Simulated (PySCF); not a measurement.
## Excitation energy of Tc⁺ by level of theory

Tc⁺ [Kr] 4d5 5s1 (7S) → Tc⁺ [Kr] 4d6 (5D), as a difference of total energies. All numbers are calculated (PySCF 2.14, a scalar-relativistic core potential, in aug-cc-pVDZ-PP with ECP28MDF). Correlated levels: valence: 4s2 4p6 frozen. The calculations carry no spin-orbit coupling.

```json
{"method": "UHF", "excitation energy (eV)": "1.479"}
{"method": "LDA", "excitation energy (eV)": "0.718"}
{"method": "PBE", "excitation energy (eV)": "0.645"}
{"method": "PBE0", "excitation energy (eV)": "0.647"}
{"method": "r2SCAN", "excitation energy (eV)": "1.180"}
{"method": "HSE06", "excitation energy (eV)": "0.663"}
{"method": "B2PLYP", "excitation energy (eV)": "0.476"}
{"method": "BLYP", "excitation energy (eV)": "0.356"}
{"method": "M06-2X", "excitation energy (eV)": "-0.171"}
{"method": "MP2 (valence)", "excitation energy (eV)": "0.909"}
{"method": "SCS-MP2 (valence)", "excitation energy (eV)": "0.440"}
```

**Question.** How much does correlation contribute at MP2 (valence)?

**Answer.** 0.909 − (1.479) = -0.570 eV, measured against UHF.
